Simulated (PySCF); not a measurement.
**Static response to an electric field**

Compound: C4H10OSi.
Structure used (GFN2-xTB), in Å, numbered top down from 1:
```
atom  x, y, z in Å
C1     2.4384    0.0224    0.2654
O2     1.2677   -0.6700    0.5809
C3     0.2065   -0.3829   -0.3131
C4    -1.0799   -1.1241    0.0899
C5    -2.0970    0.0310   -0.0049
Si6   -0.6945    1.3211   -0.1456
H7     2.8159   -0.2626   -0.7264
H8     3.1766   -0.2371    1.0223
H9     2.2688    1.1092    0.2701
H10    0.5221   -0.6364   -1.3369
H11   -1.3144   -1.9774   -0.5454
H12   -0.9696   -1.4770    1.1136
H13   -2.7674    0.0941    0.8490
H14   -2.7158   -0.0495   -0.8971
H15   -0.3879    2.0495    1.0832
H16   -0.6773    2.1987   -1.3166
```

Level: B3LYP/def2-SVPD (PySCF), static field, nuclei fixed, core orbitals frozen in the response. The polarisability tensor in these axes (au):

```
x   87.52  0.48  1.39
y    0.48 83.02 -1.23
z    1.39 -1.23 68.45
```

Task: What are the eigenvalues, a third of the trace, and Δα (Δα² = ½Σ(αi − αj)² over the three pairs)?

Result: Principal values 68.24, 83.09 and 87.66 au; mean 79.67 au = 11.81 Å³ = 13.14 × 10⁻⁴⁰ C²·m²/J; Δα = 17.58 au (22 % of the mean).

Task: What is the dipole moment, and where does it point?

Result: (-0.08, 0.55, -0.83) D, 1.00 D in size, pointing from the negative to the positive side. Measured along this direction, the outermost atoms are H12 at the negative end and H16 at the positive end.

Task: Give the eigenvalues of the traceless quadrupole moment Θ = ½Σq(3rr − r²1), origin at the centre of nuclear charge.

Result: -4.86, 0.48, 4.38 D·Å. The values depend on the origin, since the dipole doesn't vanish. The electronic extent ⟨r²⟩ about the same centre is 806 bohr², a root-mean-square distance of 2.01 Å for the 56 electrons.

Task: Rayleigh depolarisation ratio (linearly polarised light, static tensor)?

Result: ρ = 3Δα²/(45ᾱ² + 4Δα²) = 927.3/(285596 + 1236.5) = 0.00323.

Task: Form Σ f/ω² (atomic units) for the 8 lowest TDDFT singlets, given as eV and f, and set it beside the mean polarisability, which is this sum over all singlets: 5.55, 0.0475; 6.07, 0.0107; 6.44, 0.0066; 6.52, 0.0452; 6.79, 0.0289; 7.05, 0.0256; 7.27, 0.0244; 7.37, 0.0137.

Result: They add up to 3.64 au, 4.6 % of the 79.67 au; the largest single term is 1.14 au, from the state at 5.55 eV. Terms in order: 1.14, 0.22, 0.12, 0.79, 0.46, 0.38, 0.34, 0.19 au. Higher excitations give the rest. The strengths listed sum to 0.203.

Geometry: GFN2-xTB, one conformer, isolated molecule.

These values come from a run that also computed excited states. Time: 42 s wall (with the writing of density and orbital grids). Hardware: one thread of an Arm Neoverse V1, shared host.
